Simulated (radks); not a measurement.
Task: Ni3+, 25 electrons, occupied as [Ar] 3d7. Calculated with a radial shooting solver on a logarithmic mesh with Libxc functionals: Dirac Kohn-Sham, BLYP, spin-unpolarised, spherical densities, finite nucleus; open shells fill j = l - 1/2 first; Fermi nuclear charge, rms radius 3.7757 fm. Some entries of the table are withheld. Estimate them.

| orbital | occ. | eigenvalue (eV) | <r> (bohr) | <1/r> (bohr^-1) |
|---|---|---|---|---|
| 1s1/2 | 2 | -8252.959 | 0.05409 | (1) |
| 2s1/2 | 2 | -1022.038 | 0.2448 | 6.097 |
| 2p1/2 | 2 | -896.8635 | 0.2131 | 6.050 |
| 2p3/2 | 4 | -879.3643 | 0.2163 | 5.925 |
| 3s1/2 | 2 | -150.2960 | 0.7354 | 1.936 |
| 3p1/2 | 2 | (2) | 0.7629 | 1.811 |
| 3p3/2 | 4 | (3) | 0.7725 | 1.781 |
| 3d3/2 | 4 | -47.1777 | 0.8960 | 1.460 |
| 3d5/2 | 3 | -46.9064 | 0.9003 | 1.453 |

Result: 
(1) 1s1/2 <1/r> (bohr^-1): 28.09
(2) 3p1/2 eigenvalue (eV): -112.0392
(3) 3p3/2 eigenvalue (eV): -109.7799
